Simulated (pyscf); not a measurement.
# `[CH3][InH][NH2]`, singlet

Gas-phase minimum from PySCF at ωB97X-D3(BJ)/def2-SVP, one conformer. 

```
In
N 1 2.0184
H 2 1.0137 1 124.84
H 2 1.0139 3 110.81 1 179.09
H 1 1.7226 2 115.26 3 -0.41
C 1 2.1497 5 128.64 2 179.76
H 6 1.1000 1 110.88 5 179.97
H 6 1.1010 7 108.61 1 121.61
H 6 1.1010 7 108.62 8 116.90
```

Properties at ωB97X-D3(BJ)/def2-SVP:

| Item | Value |
|---|---|
| Harmonic wavenumbers, unscaled | 45, 127, 212, 321, 461, 473, 528, 626, 683, 702, 741, 1218, 1446, 1448, 1527, 1835, 3074, 3176, 3187, 3621, 3725 cm⁻¹ |
| Zero-point energy | 41.7 kcal/mol |
| Rotational symmetry number | 1 |
| Entropy of this conformer at 298 K and 1 atm, rigid rotor and harmonic oscillator, modes under 100 cm⁻¹ raised to 100 | 330.3 J/(mol K) |
| Dipole moment | 0.60 D |

Single-point totals, which compare only within one level (frozen core for MP2 and CC):

```json
[
 {"level": "ωB97X-D3(BJ)/def2-TZVP", "total energy (hartree)": "-286.75324"},
 {"level": "PBE/def2-TZVP", "total energy (hartree)": "-286.50336"},
 {"level": "r²SCAN/def2-TZVP", "total energy (hartree)": "-286.64423"},
 {"level": "B3LYP-D3(BJ)/def2-TZVP", "total energy (hartree)": "-286.71727"},
 {"level": "PBE0-D3(BJ)/def2-TZVP", "total energy (hartree)": "-286.51867"},
 {"level": "M06-2X/def2-TZVP", "total energy (hartree)": "-286.51094"},
 {"level": "ωB97M-D3(BJ)/def2-TZVP", "total energy (hartree)": "-286.68462"},
 {"level": "HF/def2-TZVPP", "total energy (hartree)": "-285.04759"},
 {"level": "MP2/def2-TZVPP", "total energy (hartree)": "-285.74711"},
 {"level": "CCSD/def2-TZVPP", "total energy (hartree)": "-285.76749"},
 {"level": "CCSD(T)/def2-TZVPP", "total energy (hartree)": "-285.79258"}
]
```

The lowest mode is so soft that the shape along it may change with the basis. Soft torsions are taken as harmonic, which can shift the entropy by several J/(mol K). The CCSD(T) − MP2 part came from Ansatz, without density fitting, on the same reference. The frozen core leaves the outer d or s,p core shells of the metals and heavy elements correlated in the MP2 and CC values, and def2-TZVPP describes them poorly, so these totals are far from the basis limit. Elements past Kr carry the def2 core potentials, without spin-orbit coupling.
